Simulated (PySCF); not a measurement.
C5H11NOSi2.
SMILES: `[SiH3]O[SiH2][C@@H]1CC[C@H]1C#N`

A linear-response calculation (PySCF, def2-SVPD basis, gas phase, vertical, core orbitals frozen in the response) gave these numbers; the functional is withheld.

Orbital energies (eV): HOMO-3 -10.63, HOMO-2 -10.53, HOMO-1 -10.29, HOMO -9.68, LUMO 0.52, LUMO+1 1.02, LUMO+2 1.17.

```csv
state,E (eV),f,"main configurations (H = HOMO, L = LUMO)"
S1,7.14,0.0076,H→L (78%)
S2,7.39,0.0001,"H-2→L+2 (18%), H-1→L+2 (12%)"
S3,7.50,0.0015,"H-1→L (54%), H-3→L (16%), H-2→L (13%)"
S4,7.65,0.022,"H→L+2 (30%), H-2→L+6 (9%)"
S5,7.71,0.0081,"H→L+6 (10%), H-3→L+6 (9%)"
S6,7.92,0.011,"H-4→L (19%), H-3→L (16%), H-2→L (11%)"
```

Triplets, Tamm–Dancoff:

| state | E (eV) | λ (nm) | main configurations (H = HOMO, L = LUMO) |
| --- | --- | --- | --- |
| T1 | 6.15 | 201.6 | no configuration over 8% |
| T2 | 6.70 | 185.0 | H-2→L+2 (13%) |
| T3 | 6.73 | 184.1 | H-2→L+6 (16%) |
| T4 | 6.86 | 180.6 | H→L (64%), H-3→L (9%) |

Vertical ionisation energy by ΔSCF with the same functional: 10.27 eV. Mean static polarisability: 113.3 au.

Question: Name the functional.
A. CAM-B3LYP
B. PBE0
C. HF
D. PBE

Answer: A. CAM-B3LYP is range-separated, 19% exact exchange at short range and 65% at long range (ω = 0.33 bohr⁻¹). In this run −ε(HOMO) = 9.68 eV differs from the ΔSCF value by -0.59 eV, and S1 differs from the orbital gap of 10.20 eV by -3.07 eV. The ratio −ε(HOMO)/IP is 0.94. Small neutral molecules mostly give 0.85 to 0.93 with CAM-B3LYP, 0.5 to 0.7 with PBE, 0.7 to 0.83 with PBE0; Hartree–Fock can't fall below 1, since the ion's relaxation only lowers the ΔSCF value.

Theory: TDDFT CAM-B3LYP/def2-SVPD, vertical, gas phase, core orbitals frozen in the response (PySCF). The structure is a single PBE0-D3(BJ)/def2-SVP conformer in the gas phase; no vibrational or solvent corrections.

On one thread, Arm Neoverse N1 (aarch64), no GPU (shared host), this took 17 min (with the writing of density and orbital grids) and 1.5 GiB of memory at its peak.

The values belong to the conformer `[N:1]#[C:2][C@@H:3]1[CH2:4][CH2:5][C@H:6]1[SiH2:7][O:8][SiH3:9]`: C5–C6–Si7–O8 56°, C6–Si7–O8–Si9 -99°.
